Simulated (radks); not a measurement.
Values are calculated unless marked as measured or tabulated.
Task: All-electron atom: O0.6+ in [He] 2s2 2p(up 3, down 0.4) (fractional occupations, a model configuration). Code: a radial shooting solver on a logarithmic mesh with Libxc functionals. Model: non-relativistic Kohn-Sham, r2SCAN, spin-polarised, spherical densities, point nucleus; meta-GGA in the generalised Kohn-Sham scheme. Some entries of the table are withheld. Estimate them.

orbital,occ.,eigenvalue (eV),r(max) (bohr)
1s up,1,-530.6177,0.1295
1s down,1,-528.3184,0.1293
2s up,1,-36.4837,(1)
2s down,1,-30.3338,(2)
2p up,3,(3),0.7900
2p down,0.4,(4),0.8408

Result: 
(1) 2s up r(max) (bohr): 0.8549
(2) 2s down r(max) (bohr): 0.8780
(3) 2p up eigenvalue (eV): -20.3268
(4) 2p down eigenvalue (eV): -14.0715
